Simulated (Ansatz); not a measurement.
Cost and result up the ladder for (LiCl)2 ring (Li2Cl2) (4 atoms). Total charge 0; singlet. Geometry: PBE0-D4/def2-TZVP.

Cartesian coordinates in Å:
```
Li -0.760 0.714 -0.739
Cl 0.770 -0.679 -1.448
Li 0.760 -0.715 0.739
Cl -0.770 0.679 1.448
```

Ansatz on 4 threads of Arm Neoverse V1 on a shared host. Times are rough, and most runs start from the orbitals of an earlier one. ωB97M-V/def2-TZVP serves as the yardstick here, not as an exact answer. Differences are given only for rows in sets of like size (and for xTB, whose basis is part of the method), since another set adds its own error. Binding counts from free atoms at the same level (Li doublet, Cl doublet; other spins of the atoms weren't run), without zero-point energy or a counterpoise term.

B3LYP takes the VWN-RPA correlation. Correlated methods freeze 10 core orbitals; core or outer-core shells of Li are correlated, in sets that lack core-valence functions.

Correlated methods converge slowly with the basis.

| level | functions | wall time | binding energy per atom (eV) | difference from ωB97M-V/def2-TZVP (eV) |
| --- | --- | --- | --- | --- |
| HF/6-31G | 44 | 0.15 s | 2.20 | – |
| MP2/def2-TZVP | 102 | 0.35 s | 2.89 | -0.11 |
| LDA (SPW92)/def2-TZVP | 102 | 0.4 s | 3.17 | 0.17 |
| PBE-D4/def2-SVP | 54 | 0.4 s | 2.99 | – |
| revPBE-D4/def2-TZVP | 102 | 0.6 s | 2.83 | -0.17 |
| B3LYP-D4/def2-TZVP | 102 | 0.75 s | 2.91 | -0.10 |
| PBE0-D4/def2-TZVP (with forces) | 102 | 0.75 s | 2.89 | -0.11 |
| CAM-B3LYP-D4/def2-TZVP | 102 | 0.75 s | 2.93 | -0.07 |
| PBE-D4/def2-TZVPD | 126 | 0.8 s | 2.92 | -0.08 |
| PBE-QIDH/def2-TZVP | 102 | 1.1 s | 2.89 | -0.11 |
| r2SCANh-D4/def2-TZVP | 102 | 1.5 s | 2.93 | -0.07 |
| r2SCAN-D4/def2-TZVPD | 126 | 1.7 s | 2.95 | -0.05 |
| ωB97M-V/def2-TZVP | 102 | 2.2 s | 3.00 | 0.00 |
| CCSD(T)/def2-TZVPD | 126 | 4 s | 2.86 | -0.15 |
